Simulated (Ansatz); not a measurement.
`FCBI` → `BI` + `[CH]F` at 298.15 K and 1 bar (formal loss of a carbene).

Isolated molecules relaxed with PBE0-D4/def2-TZVP in Ansatz; ΔE leaves out vibrations. CCSD(T)/CBS is the MP2 limit (def2-TZVPP, def2-QZVPP) plus CCSD(T) − MP2 in def2-TZVPP, frozen cores. This one scheme is used for every species. Elements past krypton have def2 core potentials. For I outer-core shells are correlated without core-valence functions, which leaves a few kJ/mol of doubt a bond. One conformer a species, not always the lowest.

```csv
species,CCSD(T)/CBS energy (Eh),H − E (kJ/mol),S (J/(mol·K))
`FCBI`,-461.88901,126.6,317.2
`BI`,-323.43628,63.5,253.8
`[CH]F`,-138.29972,42.7,223.2
```

H − E and S are ideal-gas, rigid-rotor, harmonic terms from PBE0-D4/def2-TZVP, for one conformer and one mirror image of each species. 1 Eh = 2625.50 kJ/mol, R = 8.31446 J/(mol·K).

Problem. By hand: ΔE, ΔH, ΔS and ΔG.

Solution. ΔE = (-323.43628) + (-138.29972) − (-461.88901) = 0.15301 Eh = 401.7 kJ/mol. Δ(H − E) = 63.5 + 42.7 − 126.6 = -20.4, so ΔH = 381.3 kJ/mol. ΔS = 253.8 + 223.2 − 317.2 = 159.8 J/(mol·K). ΔG = 381.3 − 298.15 × (159.8)/1000 = 333.7 kJ/mol.

Problem. By hand: the equilibrium constant, and the temperature at which ΔG would vanish if ΔH and ΔS stayed fixed.

Solution. log₁₀ K = −ΔG/(RT ln 10) = -58.5. ΔG = 0 at ΔH/ΔS = 2386 K.

The number of gas molecules changes by +1, which sets the sign of ΔS. A doubt of 5 kJ/mol in ΔE shifts log₁₀ K by 0.9 here. Other conformers and mirror images would add mixing entropy, several J/(mol·K) or more a flexible species. These are equilibria of isolated gas molecules and say nothing of rates. Largest T1 diagnostic: 0.018 (customary marks: 0.02 for closed shells, 0.045 for open ones).
